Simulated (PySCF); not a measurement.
SbCl₄, SMILES [Cl][Sb+]([Cl])([Cl])[Cl], charge +1.

Coordinates come from a r2SCAN-D4/def2-SVP optimisation. The spin state was assumed, not searched. The isomer is the one that the SMILES or the coordinates give; other isomers of the formula were not compared. The def2 effective core potentials stand for the cores of Sb; spin–orbit coupling is left out.

Two levels are set side by side: TDA-PBE/def2-SVPD (PySCF) and TDA-CAM-B3LYP/def2-SVPD (PySCF). Vertical, same geometry. The lowest singlet is HOMO→LUMO 100 % with PBE and HOMO→LUMO 97 % with the other functional; states are paired by order. Differences are taken from unrounded values.

```tsv
quantity	TDA-CAM-B3LYP
lowest singlet excitation (eV)	4.06
lowest triplet excitation (TDA) (eV)	3.58
```

Q: What does TDA-PBE give, and how far is it from TDA-CAM-B3LYP? (Estimate from the structure and the level; the computed values follow.)

A: 
```tsv
quantity	TDA-PBE	TDA-PBE minus TDA-CAM-B3LYP
lowest singlet excitation (eV)	3.02	-1.03
lowest triplet excitation (TDA) (eV)	2.70	-0.88
```

A lower first singlet is the usual sign of a functional without exact exchange. Differences between two approximate levels are no errors against the true value.

Rough cost on one machine, each run with all the roots and properties that it gave: TDA-CAM-B3LYP against TDA-PBE about 3 times.
